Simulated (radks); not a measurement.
Xe, configuration [Kr] 4d9.5 5s2 5p6 6s0.5 (fractional occupations, a model configuration). Method: Dirac Kohn-Sham, LDA (Slater exchange, Perdew-Wang correlation), spin-unpolarised, spherical densities, point nucleus; open shells are shared between the two j in proportion to 2j + 1; computed with a radial shooting solver on a logarithmic mesh with Libxc functionals. Some entries of the table are withheld. Estimate them.

orbital  occ.  eigenvalue (hartree)  <r> (bohr)  <r^2> (bohr^2)
1s1/2       2             -1261.131         (1)       0.0009652
2s1/2       2             -196.4826      0.1143         0.01546
2p1/2       2             -184.7017     0.09624         0.01140
2p3/2       4             -172.7879      0.1020         0.01268
3s1/2       2             -40.38775      0.3065          0.1075
3p1/2       2             -35.48351      0.2965          0.1022
3p3/2       4             -33.22097      0.3082          0.1102
3d3/2       4             -24.56114      0.2788             (2)
3d5/2       6             -24.08232      0.2825             (3)
4s1/2       2              -7.47097      0.7152          0.5780
4p1/2       2              -5.72963      0.7434          0.6298
4p3/2       4              -5.27066      0.7713          0.6777
4d3/2     3.8              -2.44486      0.8634          0.8698
4d5/2     5.7              -2.37007      0.8741          0.8914
5s1/2       2              -0.85063       1.812           3.711
5p1/2       2              -0.43869         (4)           5.232
5p3/2       4              -0.38663         (5)           5.790
6s1/2     0.5              -0.05763       6.248           44.91
6p1/2       0              -0.01871       9.115             (6)
6p3/2       0              -0.01697       9.481             (7)
5d3/2       0              -0.00048       11.18             (8)

Answer. 
(1) 1s1/2 <r> (bohr): 0.02668
(2) 3d3/2 <r^2> (bohr^2): 0.09204
(3) 3d5/2 <r^2> (bohr^2): 0.09434
(4) 5p1/2 <r> (bohr): 2.135
(5) 5p3/2 <r> (bohr): 2.244
(6) 6p1/2 <r^2> (bohr^2): 95.93
(7) 6p3/2 <r^2> (bohr^2): 103.6
(8) 5d3/2 <r^2> (bohr^2): 177.0
